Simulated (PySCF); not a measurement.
Ionisation energy along the 26-electron series

Calculated with PySCF 2.14 and a two-component X2C-1e Hamiltonian (Gaussian nucleus, no Breit or QED terms), each ion in its own even-tempered basis scaled to its charge; GMP2 freezes [Ne] and drops the highest virtual spinors. Values in eV. NIST values: (m) measured, (s) semi-empirical, (t) theoretical.

| ion | configuration | GHF (spin-free) | GMP2 (spin-free) | GHF (screened spin-orbit) | GMP2 (screened spin-orbit) | NIST |
| --- | --- | --- | --- | --- | --- | --- |
| Pr³³⁺ | [Ar] 3d8 | 2210.1 | 2211.3 | 2203.3 | 2204.4 | 2202 ± 5 (t) |
| Pm³⁵⁺ | [Ar] 3d8 | 2452.4 | 2453.6 | 2444.0 | 2445.2 | 2443 ± 5 (t) |

Task: Fill in the row of Nd³⁴⁺.

Result: configuration: [Ar] 3d8; GHF (spin-free): 2329.7; GMP2 (spin-free): 2330.9; GHF (screened spin-orbit): 2322.1; GMP2 (screened spin-orbit): 2323.3; NIST: 2321 ± 5 (t).
